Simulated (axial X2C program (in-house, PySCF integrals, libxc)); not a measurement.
**Working with the constants of MgCo**

A bond curve at the PBE0 level, with spin–orbit coupling, was computed with an axial X2C code built on PySCF integrals (basis Co dyall-cv3z [9s10p6d3f2g], Mg dyall-cv3z [9s8p6d3f] (cores contracted in-house)) for the state Ω = 7/2 (⟨Sz⟩ = 1.50, ⟨Lz⟩ = 2.00 at PBE0). Its fit gives Re = 2.5593 Å, ωe = 225.2 cm⁻¹, ωexe = 1.54 cm⁻¹ and αe = 1.317e-03 cm⁻¹; the masses are 58.9332 and 23.9850 u. Two-component means X2C with spin–orbit coupling and atomic mean-field Coulomb and Gaunt terms.

**Question.** Find the reduced mass, Be and the force constant.

**Answer.** From the PBE0 values: μ = 17.0471 u. Be = 16.8576/(μ Re²) = 0.151 cm⁻¹. k = 5.8918×10⁻⁷ μ ωe² = 0.509 mdyn/Å.

**Question.** Estimate the centrifugal constant by the Kratzer relation.

**Answer.** D = 4Be³/ωe² = 2.71e-07 cm⁻¹.

**Question.** The dipole moment p changes by 0.92 D/Å at Re. What harmonic infrared intensity follows?

**Answer.** I = 42.256 × (dp/dR)²/μ = 2.1 km/mol.

**Question.** Where do the fundamental and the first overtone lie?

**Answer.** ν(1←0) = ωe − 2ωexe = 222.1 cm⁻¹; ν(2←0) = 2ωe − 6ωexe = 441.2 cm⁻¹.

**Question.** A Morse curve ties αe to the other constants (Pekeris). How well does that hold?

**Answer.** αe(Morse) = 6Be²/ωe × (√(ωexe/Be) − 1) = 1.332e-03 cm⁻¹; the PBE0 curve gives 1.317e-03 cm⁻¹, a ratio of 1.01.

One determinant describes the state; a PBE0 search over occupations chose it and may have missed a lower one. Density functionals use the spin component along the axis (collinear). The functionals have no current-density term, which raises determinants with orbital currents, atoms included. With several unpaired electrons one determinant need not be a pure state. The lowest spin-free determinant has another configuration (M_S = 3/2, Λ = 3), so the order of states is uncertain and this need not be the ground state.
